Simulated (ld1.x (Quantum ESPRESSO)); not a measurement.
## An all-electron radial function and its pseudo partner (Sc)

Columns: radius, all-electron u(r) and pseudo u(r) of the 3p shell (level -33.62 eV) of scandium in the configuration [Ne] 3s2 3p6 3d1 4s2 4p0; PBE, scalar-relativistic, RRKJ scheme, ld1.x (Quantum ESPRESSO) 7.5.

```csv
r (bohr),all-electron,pseudo
0.100,0.3603,-0.0286
0.200,0.4986,-0.1107
0.300,0.3033,-0.2355
0.400,-0.0257,-0.3871
0.500,-0.3541,-0.5473
0.600,-0.6219,-0.6983
0.700,-0.8132,-0.8250
0.800,-0.9307,-0.9173
0.900,-0.9861,-0.9708
1.000,-0.9939,-0.9858
1.100,-0.9676,-0.9675
1.200,-0.9188,-0.9233
1.300,-0.8563,-0.8615
1.400,-0.7867,-0.7903
1.500,-0.7148,-0.7163
1.600,-0.6438,-0.6440
1.700,-0.5757,-0.5757
1.800,-0.5120,-0.5120
1.900,-0.4531,-0.4531
2.000,-0.3995,-0.3995
2.100,-0.3511,-0.3511
2.200,-0.3077,-0.3077
2.300,-0.2691,-0.2691
2.400,-0.2349,-0.2349
2.500,-0.2048,-0.2048
2.600,-0.1783,-0.1783
```

Q: How many radial nodes do the two functions have?

A: The all-electron 3p function has n − l − 1 = 1; the pseudo-wave has 0, since the states of the same l below it are removed with the core.

Q: At about which radius was the pseudo-wave matched?

A: 1.70 bohr, where the columns begin to agree (steps of 0.10 bohr).

Q: Where does each function peak?

A: Outermost all-electron maximum near 1.00 bohr, pseudo maximum near 1.00 bohr (to the table’s step).

Q: Is the pseudo-wave norm-conserving?

A: Yes: the RRKJ scheme keeps the norm inside the radius equal to the all-electron one, which fixes the energy derivative of the logarithmic derivative at the level.
